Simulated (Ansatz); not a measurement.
Geometry optimisation, RKS PBE0-D4/def2-SVP in Ansatz.

The input (input.yaml):

```yaml
crystal:
  periodic: [false, false, false]
  atoms:
    - { symbol: "N", position_ang: [-0.622, -1.42, 0.5164] }
    - { symbol: Si, position_ang: [0.5434, -0.0708, 0.3987] }
    - { symbol: Cl, position_ang: [2.4823, -0.5836, 0.8782] }
    - { symbol: O, position_ang: [0.6177, 0.5432, -1.1665] }
    - { symbol: B, position_ang: [0.0407, 1.6779, -0.4293] }
    - { symbol: F, position_ang: [-0.9521, 2.7437, -0.2836] }
    - { symbol: H, position_ang: [-1.5747, -0.9365, 0.3254] }
    - { symbol: H, position_ang: [-0.4433, -2.0109, -0.2951] }
basis:
  gaussian: { orbitals: def2-SVP }
hamiltonian:
  xc: pbe0
  dispersion: d4
relax:
  f_tol: 0.015
  max_steps: 40
```

Command:

```bash
$ ansatz run input.yaml --threads 2 --pin off --max-ram 3072MiB --backend cpu --events-out ev --progress --plain --runs-dir out
```

Where does it end, and by what steps?

It converged. After 12 steps the energy has fallen by 2.026 eV; H8 moved furthest, 0.71 Å.

```tsv
step	energy less start (eV)	largest force component (eV/Å)	accepted
0	0.0000	4.376	yes
1	-1.2941	3.077	yes
2	-1.8152	1.672	yes
3	-1.9156	0.836	yes
4	-1.9679	0.799	yes
5	-1.9669	0.843	no
6	-2.0174	0.216	yes
7	-2.0218	0.105	yes
8	-2.0235	0.256	yes
9	-2.0251	0.068	yes
10	-2.0258	0.036	yes
11	-2.0259	0.024	yes
12	-2.0260	0.014	yes
```

```xyz
8
Properties=species:S:1:pos:R:3
N -0.599 -1.399 0.295
Si 0.365 -0.010 0.252
Cl 2.261 -0.627 0.744
O 0.407 0.943 -1.244
B -0.067 1.747 -0.278
F -0.461 2.997 -0.323
H -1.606 -1.374 0.202
H -0.209 -2.334 0.296
```

Whether the end is a true minimum wasn't checked by a vibrational analysis.

The run took 65 s on 2 threads of AMD EPYC 7R13 Processor (Zen 3), with other jobs on the host, peak memory 0.24 GiB.
